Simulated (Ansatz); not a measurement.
```xyz
10

F     1.563   -1.466    0.522
C     0.599   -0.851   -0.263
C     0.828    0.624   -0.463
C    -0.289    1.266   -0.082
Si   -1.054   -0.303    0.546
H     0.540   -1.406   -1.204
H     1.743    1.051   -0.874
H    -0.486    2.327   -0.178
H    -1.096   -0.470    2.021
H    -2.348   -0.773   -0.025
```

Total charge 0; spin multiplicity 1.

Task: List the PBE0/def2-TZVPP orbital energies in eV (Ansatz). (An estimate is asked.)

Result: The calculation gave: Occupied: -1802.69, -673.52, -280.12, -279.03, -278.50, -145.02, -99.69, -99.66, -99.66, -33.23, -23.22, -18.66, -16.28, -15.02, -13.96, -13.30, -12.63, -11.94, -10.21, -9.90, -8.85, -8.49, -7.91. Lowest empty: -0.67, 0.09, 1.21, 1.66, 1.88, 2.22, 2.58, 3.09.
